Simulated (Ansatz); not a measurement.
Cost and result up the ladder for Cu3O2 (5 atoms). Total charge 0; doublet. Geometry: B3LYP-D4/def2-SVP.

Cartesian coordinates in Å:
```
Cu -0.935 -0.792 -1.178
Cu 1.484 -0.609 -0.565
Cu -0.297 0.762 0.945
O 1.365 0.057 1.080
O -1.616 0.584 -0.281
```

Ansatz on 4 threads of AMD EPYC 9R45 on a shared host. Times are rough, and most runs start from the orbitals of an earlier one. B3LYP-D4/def2-TZVP serves as the yardstick here, not as an exact answer. Differences are given only for rows in sets of like size (and for xTB, whose basis is part of the method), since another set adds its own error. Binding counts from free atoms at the same level (Cu doublet, O triplet; other spins of the atoms weren't run), without zero-point energy or a counterpoise term.

B3LYP takes the VWN-RPA correlation. HSE06 is defined as in plane-wave codes, on full-range PBE exchange. Correlated methods freeze 29 core orbitals. No other spin state of charge 0 was run. Another isomer (doublet) lies 0.25 eV lower at PBE0-D4/def2-TZVP; other spin states weren't run for this one.

Run but left out: CCSD(T)/def2-SVP (⟨S²⟩ 1.72, where a pure state has 0.75); MP2/def2-TZVP (a determinant that CCSD turns far, T1 0.134).

Correlated methods converge slowly with the basis.

```json
{"level": "PBE-D4/def2-SVP", "functions": "121", "wall time": "1.4 s"}
{"level": "PBE-D4/def2-TZVP (with forces)", "functions": "197", "wall time": "2.6 s"}
{"level": "PBE0-D4/def2-SVP", "functions": "121", "wall time": "2.7 s"}
{"level": "HSE06-D4/def2-TZVP", "functions": "197", "wall time": "3.5 s"}
{"level": "B3LYP-D4/def2-TZVP", "functions": "197", "wall time": "4.4 s"}
{"level": "r2SCAN-D4/def2-TZVP", "functions": "197", "wall time": "4.9 s"}
{"level": "PBE0-D4/def2-TZVP", "functions": "197", "wall time": "4.9 s"}
{"level": "PBE-QIDH/def2-TZVP", "functions": "197", "wall time": "9 s"}
```

Problem. Estimate what each level gives for the binding energy per atom (eV).

Solution. 
```tsv
level	binding energy per atom (eV)	difference from B3LYP-D4/def2-TZVP (eV)	remarks
PBE-D4/def2-SVP	2.84	–	spin-contaminated (⟨S²⟩ 0.98)
PBE-D4/def2-TZVP (with forces)	2.51	0.40	spin-contaminated (⟨S²⟩ 0.93)
PBE0-D4/def2-SVP	2.31	–	spin-contaminated (⟨S²⟩ 0.86)
HSE06-D4/def2-TZVP	2.09	-0.02	spin-contaminated (⟨S²⟩ 0.84)
B3LYP-D4/def2-TZVP	2.11	0.00	–
r2SCAN-D4/def2-TZVP	2.44	0.33	spin-contaminated (⟨S²⟩ 0.94)
PBE0-D4/def2-TZVP	2.08	-0.03	spin-contaminated (⟨S²⟩ 0.84)
PBE-QIDH/def2-TZVP	1.94	-0.17	–
```
